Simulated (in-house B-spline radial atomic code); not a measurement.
## Yb II (Yb+): [Kr] (4d3/2)4 (4d5/2)5 4f14 5s2 5p6 6s1 (6f5/2)1 (an excited or competing configuration)

Method: Dirac-Hartree-Fock, average of the jj configuration, Fermi nucleus of rms radius 5.3108 fm. Calculated with an all-electron radial atomic-structure program (B-spline basis).

Z_r = [3n² - l(l+1)]/(2<r>); Z_e = n√(-2ε); the last column is Slater's effective charge. Values are occupation-weighted means over j. An effective charge above Z reflects the relativistic contraction of the inner shells.

```
shell  electrons   ε (eV)  <r> (bohr)    Z_r    Z_e  Slater
   1s          2   -61736     0.01966  76.30  67.36   69.70
   2s          2   -10612     0.08268  72.57  55.86   65.85
   2p          6  -9400.1     0.07377  67.78  52.57   65.85
   3s          2  -2468.3      0.2156  62.61  40.41   58.75
   3p          6  -2091.8       0.215  58.15  37.20   58.75
   3d         10  -1608.8      0.1961  53.54  32.62   48.85
   4s          2  -532.89      0.4877  49.21  25.03   42.25
   4p          6  -405.31      0.5166  44.52  21.83   42.25
   4d          9   -231.7       0.559  37.57  16.51   31.20
   5s          2  -86.815       1.206  31.10  12.63   13.20
   5p          6  -53.297       1.405  25.98   9.90   13.20
   4f         14  -37.572      0.7101  25.35   6.65   20.45
   6s          1  -17.586       3.231  16.71   6.82    4.20
   6f          1  -2.2122       15.36   3.13   2.42    2.00
```

The least bound orbital is 6f5/2 at -2.212 eV, and it is also the most diffuse (<r> = 15.36 bohr). The part-filled 4d shell lies below the filled 4f shell in orbital energy.

For the 1s electron the small component carries 6.9 % of the norm, the zero-frequency Breit interaction raises the level by 202.4 eV, self-energy by 124.3 eV, and vacuum polarisation lowers it by 22.14 eV.
